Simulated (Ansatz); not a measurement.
Born–Oppenheimer molecular dynamics of C$_{3}$H$_{5}$Na (9 atoms, charge 0, multiplicity 1). It starts from a relaxed structure.

Computed with RKS B3LYP-D4/def2-SVP (Ansatz 0.2.0).

```
ensemble        : NVT, Nosé–Hoover chain
time step       : 1 fs
steps asked     : 150
set temperature : 400 K
thermostat      : time constant 20 fs, chain length 5
masses          : H 2.014 u
seed            : 404820
```

First frame:

```xyz
9
Properties=species:S:1:pos:R:3
C -0.428 1.172 0.279
C 0.515 0.163 0.026
C 0.331 -1.090 -0.581
Na -1.127 -0.921 1.421
H -1.353 1.208 -0.317
H -0.106 2.124 0.707
H 1.507 0.323 0.481
H 1.191 -1.738 -0.764
H -0.530 -1.242 -1.250
```

How far do the bonds stretch over the last three quarters of this one trajectory? (Pairs bonded in most of those frames.)


| bond | mean (Å) | spread (Å) | shortest | longest |
| --- | --- | --- | --- | --- |
| C1–C2 | 1.369 | 0.028 | 1.31 | 1.43 |
| C1–H5 | 1.100 | 0.026 | 1.05 | 1.15 |
| C1–H6 | 1.095 | 0.021 | 1.06 | 1.13 |
| C2–C3 | 1.450 | 0.024 | 1.41 | 1.50 |
| C2–H7 | 1.107 | 0.018 | 1.08 | 1.14 |
| C3–Na4 | 2.375 | 0.046 | 2.28 | 2.43 |
| C3–H8 | 1.101 | 0.027 | 1.06 | 1.15 |
| C3–H9 | 1.103 | 0.026 | 1.05 | 1.15 |

Pairs bonded in part of these frames only: C1–Na4 11 %, C2–Na4 55 %.

Mean temperature of the second half: 328 K. The conserved energy stayed within 0.6 meV per atom of its start (net change 0.32 meV per atom), so the integration is sound. The mean temperature of the second half is 18 % below the set value. A run of 0.15 ps of so small a system gives no equilibrium averages. The orbitals stay closed-shell, which can raise the energy where a bond breaks towards radicals; this wasn't checked here.

Run time: 5.5 min on 1 thread of Arm Neoverse V2, with other jobs on the host, peak memory 0.14 GiB.
